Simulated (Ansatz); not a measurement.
`[SiH3]N[SiH2][GaH2]` + `C[SiH2][TeH]` → `C[SiH2][Te][SiH3]` + `N[SiH2][GaH2]` at 700 K and 1 bar (ligand exchange at the Si–N bond).

Program: Ansatz. Geometries: PBE0-D4/def2-TZVP. ΔE: electronic, gas phase. CBS: MP2 limit from def2 TZ/QZ plus the TZ coupled-cluster correction, frozen cores. def2 core potentials past Kr. For Ga, Te outer-core shells are correlated without core-valence functions, which leaves a few kJ/mol of doubt a bond. Scalar relativity is left out up to krypton. Each species was taken in one conformer, which may not be the lowest.

```json
{"species": "`[SiH3]N[SiH2][GaH2]`", "CCSD(T)/CBS energy (Eh)": "-2561.63827", "H − E (kJ/mol)": "283.8", "S (J/(mol·K))": "529.6"}
{"species": "`C[SiH2][TeH]`", "CCSD(T)/CBS energy (Eh)": "-598.49179", "H − E (kJ/mol)": "226.3", "S (J/(mol·K))": "435.2"}
{"species": "`C[SiH2][Te][SiH3]`", "CCSD(T)/CBS energy (Eh)": "-888.79691", "H − E (kJ/mol)": "300.5", "S (J/(mol·K))": "540.6"}
{"species": "`N[SiH2][GaH2]`", "CCSD(T)/CBS energy (Eh)": "-2271.33200", "H − E (kJ/mol)": "219.3", "S (J/(mol·K))": "446.0"}
```

H − E and S are ideal-gas, rigid-rotor, harmonic terms from PBE0-D4/def2-TZVP, for one conformer and one mirror image of each species. 1 Eh = 2625.50 kJ/mol, R = 8.31446 J/(mol·K).

Task: By hand: ΔE, ΔH, ΔS and ΔG.

Result: ΔE = (-888.79691) + (-2271.33200) − (-2561.63827) − (-598.49179) = 0.00115 Eh = 3.0 kJ/mol. Δ(H − E) = 300.5 + 219.3 − 283.8 − 226.3 = 9.7, so ΔH = 12.7 kJ/mol. ΔS = 540.6 + 446.0 − 529.6 − 435.2 = 21.8 J/(mol·K). ΔG = 12.7 − 700 × (21.8)/1000 = -2.6 kJ/mol.

Task: By hand: the equilibrium constant, and the temperature at which ΔG would vanish if ΔH and ΔS stayed fixed.

Result: log₁₀ K = −ΔG/(RT ln 10) = 0.2. ΔG = 0 at ΔH/ΔS = 583 K.

TΔS isn't small against ΔH here. The sign of ΔG lies within the doubt. A doubt of 5 kJ/mol in ΔE shifts log₁₀ K by 0.4 here. Other conformers and mirror images would add mixing entropy, several J/(mol·K) or more a flexible species. Modes under 60 cm⁻¹, often nearly free rotors, make the harmonic entropy too high. These are equilibria of isolated gas molecules and say nothing of rates. Largest T1 diagnostic: 0.013 (customary marks: 0.02 for closed shells, 0.045 for open ones).
